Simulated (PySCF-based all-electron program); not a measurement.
Bond force of CuF, singlet

All-electron Kohn–Sham DFT on the free molecule, computed near the basis limit with an in-house program on PySCF integrals; Koelling–Harmon scalar relativity, no spin–orbit coupling, spin-restricted. Forces are good to about 0.020 eV/Å. In part, the full relativistic part was added along one bond alone. A positive force pushes the atoms apart.

| r (Å) | LDA (eV/Å) | PBEsol (eV/Å) | PBE (eV/Å) |
| --- | --- | --- | --- |
| 1.57041 | 4.739 | 5.323 | ? |
| 1.579 | – | – | ? |
| 1.71157 | – | – | ? |
| 1.7449 | -0.997 | -0.551 | -0.099 |
| 1.755 | – | – | -0.297 |
| 1.91939 | – | – | -2.257 |

Task: Fill in the missing PBE forces.

Result: 1.57041 Å: 5.932 eV/Å; 1.579 Å: 5.482 eV/Å; 1.71157 Å: 0.646 eV/Å.

Task: Fit a Morse curve to the forces within 0.84 to 1.25 of the listed length with the smallest force. Where does the force vanish, what is the force constant, and what harmonic wavenumber follows with standard atomic masses?

Result: PBE: 1.740 Å, 21 eV/Å², about 630 cm⁻¹. The points are far apart, so these are estimates.

Task: At 1.7449 Å, order the functionals from the one that pulls the atoms together most to the one that pushes them apart most.

Result: LDA (-0.997), PBEsol (-0.551), PBE (-0.099).
